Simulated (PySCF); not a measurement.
Compound: C2H7AlN2.
Structure used (PBE0-D3(BJ)/def2-SVP), in Å, numbered top down from 1:
```
atom  x, y, z in Å
C1    -0.229   -1.076    0.229
C2    -1.077    0.101   -0.286
N3    -0.189    1.140   -0.790
Al4    1.371    1.010    0.064
N5     0.992   -0.556    0.830
H6    -0.010   -1.756   -0.622
H7    -0.831   -1.660    0.948
H8    -1.714    0.472    0.545
H9    -1.767   -0.272   -1.065
H10   -0.652    1.887   -1.288
H11    2.636    1.952    0.115
H12    1.539   -1.240    1.332
```

Theory: PySCF, PBE0-D3(BJ)/def2-SVP geometry optimisation, gas phase.

(1) Which atoms are bound to Al4, and at what distances?

(2) List the angles at Al4.

(3) What is the shape at Al4?

(4) What are the other bond lengths?

(5) Give some angles away from the centre.

(6) What are the rotational constants (commonest isotopes, rigid rotor)?

Answers

(1) 3 atoms: H11 1.578 Å, N3 1.784 Å, N5 1.784 Å. The nearest atom not counted as bound is H10, at 2.59 Å (others tie with it).

(2) 
```tsv
angle	degrees	distance of the outer atoms (Å)
N5–Al4–H11	132.9	3.08
N3–Al4–H11	132.3	3.08
N3–Al4–N5	94.8	2.63
```

(3) Planar: angles 132.9°, 132.3° and 94.8°, sum 360.0°, 0.00 Å off the plane of its three neighbours.

(4) C1–C2 1.539 Å; C1–N5, C2–N3 1.457 Å; C1–H6 and 3 like bonds 1.108 Å; N3–H10, N5–H12 1.010 Å.

(5) C2–C1–N5 109.0°, C2–N3–Al4 108.4°.

(6) A = 6210, B = 4722, C = 2821 MHz: an asymmetric top.

Point group: C2 (tolerance 0.08 Å). Charge 0, singlet. No frequency check.

One conformer stands for the species.
